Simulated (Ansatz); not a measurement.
Two structures of GeAsH7O, singlet, reached by relaxing down either side of one saddle point (PBE0-D4/def2-TZVP). Energies are electronic, without zero-point energy. Program: Ansatz 0.2.0. Basis: def2-TZVPP and def2-QZVPP. Cores are frozen in the correlated methods. Filled d shells of the heavier atoms are correlated. The def2 sets are not built for correlating such inner shells, so the correlated values are less sure here. Extrapolation: Hartree–Fock as exp(−7.88 √X), correlation as X^−2.97. First:

Ge1  (-1.076, 1.205, -0.796)
O2  (0.085, 1.727, 0.455)
H3  (-0.212, 0.956, -2.034)
H4  (-1.790, -0.082, -0.339)
H5  (-2.113, 2.319, -1.038)
H6  (1.369, -0.738, 0.686)
As7  (1.147, -2.091, 0.029)
H8  (-0.344, 1.963, 1.280)
H9  (0.439, -2.642, 1.258)
H10  (2.495, -2.617, 0.498)
(Å)

Second:

Ge1  (-1.012, -0.096, -0.719)
O2  (1.375, 1.400, 0.951)
H3  (-0.510, 1.165, -1.445)
H4  (-2.062, -0.766, -1.627)
H5  (-1.700, 0.333, 0.588)
H6  (0.776, 1.862, 1.542)
As7  (0.840, -1.618, -0.359)
H8  (1.604, 2.041, 0.274)
H9  (-0.078, -2.836, -0.356)
H10  (0.770, -1.484, 1.150)
(Å)

Question: Which bonds change from the first to the second?

Answer: GeH₄O ([OH][GeH3]) + AsH₃ → GeAsH₅ ([GeH3][AsH2]) + H₂O; bonds formed: Ge1–As7, O2–H6; bonds broken: Ge1–O2, H6–As7.

Question: Give the saddle point's structure and its height above each. (Judge from chemistry; the value comes from the calculation.)

Answer: By the calculation: 1.652 eV above the first and 1.901 eV above the second (CCSD(T) at an estimated basis limit (MP2 extrapolated from triple and quadruple zeta, plus CCSD(T) − MP2 in triple zeta)).
```
10
angstrom
Ge -0.8561 0.6690 -0.8129
O 0.4497 1.1296 0.5922
H -0.1572 0.6138 -2.1645
H -1.8997 -0.4029 -0.4958
H -1.5302 2.0532 -0.6308
H 0.7904 0.1179 0.6404
As 0.7886 -1.7945 -0.1750
H 0.0829 1.4470 1.4326
H 0.1585 -2.1845 1.1601
H 2.1732 -1.6487 0.4537
```

T1 diagnostic: at most 0.013.

Labels in which every atom is bracketed show which atoms are joined, not bond orders.

For scale, one of the runs: CCSD(T)/def2-TZVPP, 225 basis functions, launched by `ansatz run in.yaml --threads 8 --pin off --events-out ev --progress --plain --max-ram 19148MiB`. The run took 98 s on 8 CPU threads of an Arm Neoverse V1 (shared host), with 3.8 GiB of host memory at its peak.
